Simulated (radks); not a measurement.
Species: neutral samarium. Configuration: [Xe] 4f6 6s1 7d1 (not the ground configuration). All-electron calculation, scalar-relativistic Kohn-Sham, r2SCAN, spin-polarised, spherical densities, finite nucleus; open shells are filled with parallel spins first (spin-orbit coupling, left out, can overturn this in heavy ions); meta-GGA in the generalised Kohn-Sham scheme; Fermi nuclear charge, rms radius 5.0819 fm. Program: a radial shooting solver on a logarithmic mesh with Libxc functionals.

Unscreened Slater integrals over Kohn-Sham orbitals (hartree). They are taken over the spin-up orbitals.

\begin{tabular}{lr}
integral & value \\ \hline
F0(7d,7d) & 0.040014 \\
F2(7d,7d) & 0.021434 \\
F4(7d,7d) & 0.015112 \\
F0(7d,6s) & 0.056056 \\
G2(7d,6s) & 0.0018857 \\
F0(7d,4f) & 0.059417 \\
F2(7d,4f) & 0.0025559 \\
F4(7d,4f) & 0.0011255 \\
G1(7d,4f) & 0.0010947 \\
G3(7d,4f) & 0.00090710 \\
G5(7d,4f) & 0.00069342 \\
F0(7d,5p) & 0.058709 \\
F2(7d,5p) & 0.0042886 \\
G1(7d,5p) & 0.0036100 \\
G3(7d,5p) & 0.0023176 \\
F0(6s,6s) & 0.22923 \\
F0(6s,4f) & 0.29561 \\
G3(6s,4f) & 0.011959 \\
F0(6s,5p) & 0.28398 \\
G1(6s,5p) & 0.021063 \\
F0(4f,4f) & 0.96550 \\
F2(4f,4f) & 0.44451 \\
F4(4f,4f) & 0.27622 \\
F6(4f,4f) & 0.19798 \\
F0(4f,5p) & 0.64727 \\
F2(4f,5p) & 0.23366 \\
G2(4f,5p) & 0.13446 \\
G4(4f,5p) & 0.10100 \\
F0(5p,5p) & 0.54938 \\
F2(5p,5p) & 0.29516 \\
\end{tabular}

Derived for the open shells (J is the average intra-shell exchange parameter used in DFT+U). 4f: F4/F2 = 0.621, F6/F2 = 0.445, J = (286 F2 + 195 F4 + 250 F6)/6435 = 0.03582 hartree. 7d: Racah B = F2/49 - 5 F4/441 = 0.0002661 hartree, C = 35 F4/441 = 0.001199 hartree, C/B = 4.51, F4/F2 = 0.705, J = (F2 + F4)/14 = 0.002610 hartree.
